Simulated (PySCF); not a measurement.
Al2H4, SMILES [AlH2][AlH2].

Coordinates come from a TPSSh-D3(BJ)/def2-TZVP optimisation.

All values below come from PBE/def2-TZVPD run with PySCF.

Symmetry labels are those of the subgroup D2 that the program uses (full group D2d).

Computed valence orbital energies around the gap with their symmetry:
| orbital | symmetry | energy (eV) |
|---|---|---|
| HOMO−7 | B1 | -68.82 |
| HOMO−6 | B2 | -68.82 |
| HOMO−5 | B3 | -68.82 |
| HOMO−4 | A | -10.45 |
| HOMO−3 | B1 | -9.43 |
| HOMO−2 | B2 | -7.24 |
| HOMO−1 | B3 | -7.24 |
| HOMO | A | -5.92 |
| LUMO | B2 | -2.85 |
| LUMO+1 | B3 | -2.85 |
| LUMO+2 | B1 | -0.58 |
| LUMO+3 | A | -0.06 |
